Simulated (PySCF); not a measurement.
All of these have the formula C5H9ClOSi. The calculation used TDDFT CAM-B3LYP/def2-SVPD, vertical, gas phase, core orbitals frozen in the response (PySCF). Geometries: GFN2-xTB; one conformer of each isolated species. Triplets are in the Tamm–Dancoff approximation. 'Strongest' means the level of largest summed f among the lowest 8 singlets; it needn't be the same kind of state in each.

Task: Rank by computed lowest singlet excitation energy, lowest first.
A. `CO[C@H]1C=C1[SiH2]CCl`
B. `OC[C@@H]1C=C1[SiH2]CCl`
C. `COC1=C[C@@H](Cl)[SiH2]C1`
D. `C[SiH2]/C=C(/Cl)C(C)=O`

Result: D (3.96 eV), A (5.22 eV), B (5.39 eV), C (6.07 eV).

| SMILES | S1 (eV) | first f ≥ 0.01 (nm) | LUMO (eV) | f (strongest) | HOMO (eV) | S1 mainly |
| --- | --- | --- | --- | --- | --- | --- |
| C[SiH2]/C=C(/Cl)C(C)=O | 3.96 | 245 | -1.23 | 0.15 | -9.17 | H-1→L (78%) |
| CO[C@H]1C=C1[SiH2]CCl | 5.22 | 204 | 0.24 | 0.11 | -8.73 | H→L (77%) |
| OC[C@@H]1C=C1[SiH2]CCl | 5.39 | 209 | 0.29 | 0.09 | -8.67 | H→L (47%) |
| COC1=C[C@@H](Cl)[SiH2]C1 | 6.07 | 204 | 0.96 | 0.18 | -8.09 | H→L (88%) |

H and L stand for HOMO and LUMO.
